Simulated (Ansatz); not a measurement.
Compare A (`[SiH3]C/C=C/Cl`) with its isomer B (`C[C@H]1C[Si@H]1Cl`).

Program: Ansatz. Geometries: PBE0-D4/def2-TZVP. ΔE: electronic, gas phase. CCSD(T)/CBS is the MP2 limit (def2-TZVPP, def2-QZVPP) plus CCSD(T) − MP2 in def2-TZVPP, frozen cores. Functionals use def2-TZVPP. B3LYP here is the variant with VWN-RPA as its local correlation; programs differ in this. Each species was taken in one conformer, which may not be the lowest.

A:

```xyz
12

Si    0.2219   -0.3935   -1.7510
C     0.1664   -0.8339    0.0851
C     0.3058    0.3759    0.9409
C    -0.6866    0.8985    1.6457
Cl   -0.5208    2.3269    2.5925
H     1.4666    0.3637   -2.0491
H    -0.9511    0.4484   -2.1012
H     0.2016   -1.6316   -2.5761
H     0.9785   -1.5416    0.2849
H    -0.7742   -1.3550    0.2866
H     1.2737    0.8697    0.9574
H    -1.6819    0.4725    1.6843
```

B:

```xyz
12

C     0.6347   -0.4482   -1.3394
C    -0.2048    0.4076   -0.4260
C    -1.1107   -0.3206    0.6199
Si    0.2026    0.7348    1.3349
Cl    1.8437   -0.1636    2.1626
H     1.3657    0.1542   -1.8831
H     0.0114   -0.9698   -2.0733
H     1.1882   -1.2060   -0.7790
H    -0.7195    1.2189   -0.9386
H    -2.1554   -0.0276    0.6590
H    -0.9762   -1.3984    0.6605
H    -0.0797    2.0189    2.0025
```

Problem. Which is lower in electronic energy at CCSD(T)/CBS, and by how much? (Estimate.)

Solution. Ansatz gave: B, by 26.5 kcal/mol.

Problem. Give E(B) − E(A) in kcal/mol with r2SCAN-D4, B3LYP-D4, B2PLYP, CCSD/def2-TZVPP, ωB97M-V, CCSD(T)/def2-TZVPP, HF/def2-TZVPP. (An estimate is asked.)

Solution. Computed: r2SCAN-D4 -28.3, B3LYP-D4 -23.7, B2PLYP -24.7, CCSD/def2-TZVPP -25.4, ωB97M-V -27.7, CCSD(T)/def2-TZVPP -25.3, HF/def2-TZVPP -21.1. None reverses the order clearly.

Largest T1 diagnostic: 0.011.

In def2-TZVPP, CCSD(T) changes the Hartree–Fock value by −4.2 kcal/mol (the triples alone add +0.1 kcal/mol) and MP2 by −7.4 kcal/mol. From PBE to PBE0 (25 % exact exchange), in def2-TZVPP and without D4, E(B) − E(A) moves by −2.0 kcal/mol.
